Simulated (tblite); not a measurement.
Species: C₃H₉FSSi.
Structure used (GFN2-xTB), in Å, numbered top down from 1:
```
atom  x, y, z in Å
C1     2.3958   -0.2895    0.2422
S2     1.0674    0.8878    0.6415
C3    -0.3416    0.1634   -0.2792
C4    -0.6963   -1.2168    0.2348
F5     0.0448    0.0382   -1.6136
Si6   -1.7830    1.4479   -0.2138
H7     2.2822   -1.1992    0.8250
H8     3.3262    0.2042    0.5024
H9     2.3685   -0.4974   -0.8232
H10   -0.9240   -1.1584    1.2955
H11    0.1246   -1.9163    0.0808
H12   -1.5682   -1.5924   -0.2982
H13   -2.0675    1.6912    1.1967
H14   -2.9063    0.8054   -0.8957
H15   -1.3271    2.6398   -0.9171
```

Calculated harmonic vibrations of the isolated species, GFN2-xTB (tblite), most abundant isotopes, no scaling. This tight-binding method is rough: wavenumbers can miss measured ones by several per cent, in bad cases by 10 to 20. Modes of hydrogen on silicon can be 10 to 20 % off. One conformer, not necessarily the lowest.

Harmonic wavenumbers (cm⁻¹): 59.7, 90.7, 140.1, 153.3, 187.4, 214.8, 241.0, 303.5, 341.8, 367.5, 516.2, 552.3, 583.5, 721.7, 733.0, 745.8, 755.6, 775.7, 886.6, 943.9, 952.7, 1068.2, 1073.5, 1137.4, 1311.4, 1394.9, 1444.9, 1454.0, 1473.5, 1494.2, 2278.7, 2310.7, 2331.5, 3011.4, 3021.3, 3022.8, 3038.6, 3049.3, 3060.3.

A = 3387, B = 1586, C = 1407 MHz; mass 124.018 u (most abundant isotopes); point group C1, symmetry number 1.

Zero-point energy?

Half the sum of the wavenumbers: 23622 cm⁻¹ = 67.54 kcal/mol.

Entropy at 500 K, 1 bar (ideal gas, RRHO, classical rotation)?

Translation 42.95, rotation 29.69, vibration 44.64: S = 117.3 cal/(mol K).

And Cp and H(500 K) − H(0)?

Cp = 48.91 cal/(mol K), of which vibrations give 40.96 (their classical limit is 39 R = 77.5); H(500 K) − H(0) = 15.37 kcal/mol without the zero-point energy, 11.39 from vibrations.

Which modes carry the vibrational entropy at 500 K?

59.7 cm⁻¹: 5.49; 90.7 cm⁻¹: 4.66; 140.1 cm⁻¹: 3.81; 153.3 cm⁻¹: 3.63; 187.4 cm⁻¹: 3.24; 214.8 cm⁻¹: 2.97 cal/(mol K); the other 33 give 20.84 together.

What must be added to the electronic energy to get the Gibbs energy at 500 K and 1 bar?

ZPE + [H(500 K) − H(0)] − T·S = 67.54 + 15.37 − 58.64 = 24.27 kcal/mol.

Blend soft modes into free rotors: weight 1/[1 + (100 cm⁻¹/ν̃)⁴] for the oscillator and the rest for a rotor with moment μB/(μ + B), μ = h/(8π²ν), B = 10⁻⁴⁴ kg m². What vibrational entropy results?

42.17 cal/(mol K) in place of 44.64, which changes −T·S at 500 K by +1.23 kcal/mol.

How do the functions run with temperature in this model?

| T (K) | S (cal/(mol K)) | Cp (cal/(mol K)) | H − H(0) (kcal/mol) | G − H(0) (kcal/mol) | ln q(vib) |
| --- | --- | --- | --- | --- | --- |
| 50 | 56.5 | 12.3 | 0.47 | -2.35 | 0.31 |
| 100 | 67.0 | 18.5 | 1.25 | -5.45 | 1.30 |
| 298.15 | 95.4 | 35.9 | 6.72 | -21.73 | 6.19 |
| 373.15 | 104.1 | 41.4 | 9.62 | -29.22 | 8.02 |
| 750 | 139.2 | 59.4 | 29.00 | -75.43 | 16.44 |
| 1000 | 157.3 | 66.4 | 44.77 | -112.57 | 21.32 |

q(vib) and H(0) count from the zero-point level.

Hindered rotation and anharmonicity are outside this model. Other conformers, if any are populated, would add a mixing term that is left out. The structure is chiral; the term R ln 2 for an equal mix with its mirror image is left out.
